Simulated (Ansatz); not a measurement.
Breaking the Sb1–Br4 bond in BrH2Sb (SMILES [Br][SbH2]) (multiplicity 1 held, fragments rigid). Energies count from the point at 2.546 Å.
Geometry at that point (charge 0, multiplicity 1):
```xyz
4

Sb    -0.59846    -0.60746     0.54115
H     -0.27152    -1.97207    -0.44923
H     -1.98548    -0.24329    -0.40408
Br     0.93653     0.94846    -0.76415
```

Restricted levels (R-, RO-) in cc, def2 and unpolarised 6-31G sets keep to the state of the molecule at rest. Unrestricted levels (U-) break spin symmetry where that is lower. Active spaces are followed from a long bond inwards. Levels need not reach the same state.

Cores are frozen in the correlated methods. Filled d and f shells under p-block atoms count as core.

The values were computed with Ansatz (a program for electronic structure) with Gaussian orbitals.  In def2 rows elements past Kr take small-core potentials, without spin–orbit coupling.

Energies in kcal/mol.

| R (Å) | U-HF/def2-TZVPP | R-PBE/def2-TZVPP | U-MP2/def2-TZVPP | U-CCSD(T)/def2-TZVPP | FIC-MRCISD+Q on CASSCF(6,4)/def2-TZVPP |
|---|---|---|---|---|---|
| 2.037 | 65.8 | 64.4 | 64.8 | 66.6 | 66.5 |
| 2.291 | 10.1 | 10.7 | 9.7 | 10.6 | 10.5 |
| 2.546 | 0.0 | 0.0 | 0.0 | 0.0 | 0.0 |
| 2.800 | 7.5 | 5.6 | 7.6 | 6.6 | 6.4 |
| 3.055 | 20.8 | 16.4 | 22.0 | 18.7 | 18.2 |
| 3.437 | 33.7 | 33.4 | 50.0 | 39.4 | 36.2 |
| 3.819 | 38.3 | 47.1 | 60.3 | 54.1 | 49.7 |
| 4.455 | 40.4 | 61.9 | 65.3 | 61.8 | 59.9 |
| 5.092 | 40.8 | 69.5 | 66.4 | 63.1 | 62.2 |
| 5.855 | 40.9 | 73.8 | 66.7 | 63.4 | 62.7 |
| 6.874 | 40.9 | 76.1 | 66.7 | 63.5 | 62.8 |
| 8.146 | 40.9 | 77.2 | 66.8 | 63.5 | 62.8 |

Doubts at one or more of the structures used: a spin-contaminated determinant (U-HF/def2-TZVPP, U-MP2/def2-TZVPP, U-CCSD(T)/def2-TZVPP); a restricted determinant that unrestricted orbitals would lower (R-PBE/def2-TZVPP); T1 above 0.05 (U-CCSD(T)/def2-TZVPP); the program's own flag: other amplitudes (U-CCSD(T)/def2-TZVPP); active orbitals that take no part (FIC-MRCISD+Q on CASSCF(6,4)/def2-TZVPP).
